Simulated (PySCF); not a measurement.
Cl3Sn (SMILES [Cl][Sn+]([Cl])[Cl]), charge +1, singlet, at a GFN2-xTB geometry (such geometries of metal compounds can be far from the true shape) (core potentials on Sn). Base run: B3LYP/def2-SVP (PySCF).

Here is a job for PySCF.
```python
from pyscf import gto, scf, dft

mol = gto.Mole()
mol.atom = '''
    Sn   -0.00000000    0.00000000    0.00000000
    Cl    2.22169726   -0.28046629   -0.42811001
    Cl   -0.94312463   -0.98953972    1.82461100
    Cl   -1.27857262    1.27000601   -1.39650099
'''
mol.basis = 'def2-svp'
mol.ecp = {'Sn': 'def2-svp'}
mol.charge = 1
mol.verbose = 3
mol.build()

mf = dft.RKS(mol)
mf.xc = 'b3lyp'
mf.kernel()
```

Variants of this job, named by their change:

| change | basis functions | E (Eh) | HOMO (eV) | HOMO-LUMO gap (eV) |
|---|---|---|---|---|
| base | 80 | -1594.36144 | -14.76 | 4.63 |
| basis = x2c-TZVPall; relativity = spin-free X2C; nucleus = Gaussian (with mol.nucmod = 'G'; without mol.ecp = {'Sn': 'def2-svp'}) | 171 | -7561.32453 | -14.81 | 4.76 |
| basis = x2c-TZVPall; relativity = none (without mol.ecp = {'Sn': 'def2-svp'}) | 171 | -7287.72567 | -14.80 | 5.33 |
| basis = x2c-SVPall; relativity = spin-free X2C; nucleus = Gaussian (with mol.nucmod = 'G'; without mol.ecp = {'Sn': 'def2-svp'}) | 90 | -7560.11641 | -14.75 | 4.64 |
| basis = jorge-DZP-DKH; relativity = spin-free X2C; nucleus = Gaussian (with mol.nucmod = 'G'; without mol.ecp = {'Sn': 'def2-svp'}) | 120 | -7556.07184 | -14.99 | 4.12 |
| basis = jorge-DZP-DKH; relativity = none (without mol.ecp = {'Sn': 'def2-svp'}) | 120 | -7345.13643 | -15.00 | 4.66 |
| basis = x2c-SVPall; relativity = spin-free X2C (without mol.ecp = {'Sn': 'def2-svp'}) | 90 | -7560.24338 | -14.75 | 4.64 |
| basis = x2c-TZVPall; relativity = spin-free X2C (without mol.ecp = {'Sn': 'def2-svp'}) | 171 | -7561.46763 | -14.81 | 4.76 |
| basis = x2c-SVPall; relativity = none (without mol.ecp = {'Sn': 'def2-svp'}) | 90 | -7271.19748 | -14.75 | 5.48 |
| basis = jorge-DZP-DKH; relativity = spin-free X2C (without mol.ecp = {'Sn': 'def2-svp'}) | 120 | -7556.21580 | -14.99 | 4.12 |

Absolute energies of different levels of theory aren't comparable as measures of quality.

Basis sets contracted for a relativistic Hamiltonian are a mismatch without it, so the rows without relativity aren't non-relativistic limits. No row has spin-orbit coupling; sets with core potentials leave out the core electrons.
